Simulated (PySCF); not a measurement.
## Steps of a relaxation of [GdBr2]+

[GdBr2]+ (singlet in the valence; each metal's 4f electrons, 7 of them, lie in its core potential, out of spins and levels). PySCF 2.14.0, RKS PBE0, Gd lcecp-1-SVP with ECP53, Br def2-SVP; non-relativistic Hamiltonian with scalar-relativistic core potentials where named; density fitting; no spin-orbit coupling. Origin of the start: template. Columns: position (Å) and force (eV/Å). Energies are counted from the last step; some of the 9 steps are shown. Forces carry noise of the integration grid, about 0.01 to 0.03 eV/Å.

Run from Python with OMP_NUM_THREADS=2. Where DIIS fails, smearing, a level shift and second-order steps follow.
It took 35 s on 2 threads of Arm Neoverse V1, with other jobs on the host, from the converged density of the start.

```xyz
3
step 0  E = 0.660 eV
Gd    0.0000    0.0000   -0.5682     0.00    0.00    1.65
Br    2.5402    0.0000    0.5686    -2.02    0.00   -0.83
Br   -2.5402    0.0000    0.5686     2.02    0.00   -0.83
```

```xyz
3
step 3  E = 0.064 eV
Gd    0.0000    0.0000   -0.5878     0.00    0.00   -0.24
Br    2.2780    0.0000    0.5783    -0.11    0.00    0.12
Br   -2.2780    0.0000    0.5783     0.11    0.00    0.12
```

```xyz
3
step 5  E = 0.010 eV
Gd    0.0000    0.0000   -0.7510     0.00    0.00    0.27
Br    2.1442    0.0000    0.6599    -0.27    0.00   -0.14
Br   -2.1442    0.0000    0.6599     0.27    0.00   -0.14
```

Q: Where does the relaxation end?

A: It converges at step 8 in C2v:
```xyz
3
step 8  E = 0
Gd    0.0000    0.0000   -0.7886
Br    2.0781    0.0000    0.6787
Br   -2.0781    0.0000    0.6787
```

Q: How did the contacts change?

A: 
| contact | start (Å) | end (Å) |
| --- | --- | --- |
| Gd1–Br2 (Br) | 2.783 | 2.544 |
| Gd1–Br3 (Br) | 2.783 | 2.544 |


An lcecp potential fixes the number of 4f electrons, so in runs with it no electron can move into or out of that shell.
